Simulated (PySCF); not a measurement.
How the method changes the constants of SeBr

State: ²Π (doublet), unpaired electrons π ↑. Set-up: Se def2-TZVPP, Br def2-TZVPP; no relativity (PySCF 2.14). De refers to Se + Br in their high-spin ground configurations, without counterpoise correction. The functionals are run spin-unrestricted. A positive dipole means Se(−)Br(+). Levels whose curve was spin-contaminated or gave no clean fit are not listed.

```csv
Level,Re (Å),ωe (cm⁻¹),De (eV),μ (D)
UHF,2.284,333,0.90,-0.77
UHF-CCSD,2.276,328,2.10,n/a
UHF-CCSD(T),2.281,323,2.26,n/a
PBE,2.289,319,2.83,-0.04
r²SCAN,2.275,327,2.64,-0.13
M06-L,2.274,324,2.57,-0.05
r²SCANh,2.268,332,2.55,-0.19
PBE0,2.265,334,2.56,-0.22
r²SCAN0,2.259,338,2.43,-0.27
B97-3,2.279,329,2.48,-0.27
CAM-B3LYP,2.273,330,2.36,-0.34
```

The bond length runs from 2.259 Å (r²SCAN0) to 2.289 Å (PBE). De spans 0.90 eV (UHF, mean field) to 2.83 eV (PBE, GGA). Correlation at CCSD(T) changes the Hartree–Fock bond energy by +1.36 eV; the triples alone change it by +0.16 eV.

Correlated steps freeze 18 core orbitals. Spin–orbit coupling is left out. The state is the lowest determinant that a PBE0 search found; another state may lie lower at other levels.

The whole job (state search and all levels along the bond) took about 21 min on 2 threads of Arm Neoverse V2 (shared host), peak memory 2.8 GiB.
